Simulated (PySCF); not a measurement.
**Working out the ionisation energy of Ar⁶⁺**

Ar⁶⁺ [Ne] 3s2 (1S) → Ar⁷⁺ [Ne] 3s1 (2S). Calculation: PySCF 2.14, in an even-tempered Gaussian basis (17 s from 0.25 bohr⁻², ratio 2.5; 12 p from 0.33 bohr⁻², ratio 2.5; 5 d from 1.6 bohr⁻², ratio 2.7; 5 f from 2.3 bohr⁻², ratio 2.7); no relativity, point nucleus. Frozen: 1s2; the 20 highest virtual orbitals dropped. Energies in hartree (1 hartree = 27.21139 eV):

```tsv
part	Ar⁶⁺ (lower)	Ar⁷⁺ (upper)
UHF	-515.678705	-511.200512
CCSD correlation	-0.378499	-0.305945
(T)	-0.002948	-0.001066
```

Q: What does Hartree-Fock give?

A: (-511.200512) − (-515.678705) = 4.478193 hartree = 121.858 eV.

Q: What do CCSD and CCSD(T) give?

A: The CCSD correlation energies differ by 0.072554 hartree = 1.974 eV and the triples by 0.001882 hartree = 0.051 eV, so CCSD gives 123.832 eV and CCSD(T) 123.883 eV.

A first-order spin-orbit estimate adds 0.000 eV to CCSD(T) (outer shells), giving 123.883 eV against 124.41 ± 0.06 eV (semi-empirical (NIST evaluation); NIST Atomic Spectra Database, ionization energies).

What remains against the reference includes basis incompleteness, the frozen core and higher excitations.
